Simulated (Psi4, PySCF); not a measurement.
C₃H₆AlF (SMILES C=C[CH2][AlH][F]), singlet, at a GFN2-xTB geometry (such geometries of metal compounds can be far from the true shape), atoms displaced at random by about 0.03 Å a coordinate. Base run: TPSS/STO-3G, gradient in PySCF.

The PySCF input:
```python
from pyscf import gto, scf, dft

mol = gto.M(
    atom='''
Al    0.477198    0.556754    0.607571
C    -0.822106   -0.926204    0.092294
C    -1.157875   -0.438121   -1.321511
C    -0.193652   -0.527640   -2.326738
H    -1.699547   -0.982177    0.725292
H    -0.307928   -1.923718    0.072536
H    -2.054370   -0.115412   -1.487110
H     0.805504   -0.834462   -2.093434
H    -0.470294   -0.160079   -3.281901
F     0.949957    0.757028    2.142593
H     1.143930    1.471054   -0.387400
''',
    basis='sto-3g',
    charge=0,
    spin=0,
    verbose=4,
)

mf = dft.RKS(mol)
mf.xc = 'tpss'
mf.kernel()
g = mf.nuc_grad_method()
grad = g.kernel()
```

Programs used: Psi4, PySCF; a row that names a program was run with it.

The coordinate followed is z of atom 5.

Each row names what was changed in the base input (with any setting that the change needs).

| change | dE/dx (Eh/bohr) | net force (Eh/bohr) |
|---|---|---|
| base | -0.008779 | 0.000372 |
| grid_response = on | -0.008788 | 0.000000 |
| grids.level = 0; grid_response = off | -0.009312 | 0.020376 |
| grids.level = 1; grid_response = on | -0.008760 | 0.000000 |
| conv_tol = 1e-11 | -0.008779 | 0.000372 |
| conv_tol = 1e-4 | -0.008583 | 0.000372 |
| grids.level = 0; grid_response = on | -0.010192 | 0.000000 |
| finite difference step (bohr) = 0.05; conv_tol = 1e-11 | -0.008813 | - |
| code = psi4 | -0.008786 | 0.000338 |
| grids.level = 1; grid_response = off | -0.008778 | 0.001965 |
| finite difference step (bohr) = 1e-5; conv_tol = 1e-11 | -0.008787 | - |
| finite difference step (bohr) = 1e-3; conv_tol = 1e-11 | -0.008788 | - |

The net force is zero for an exact gradient.
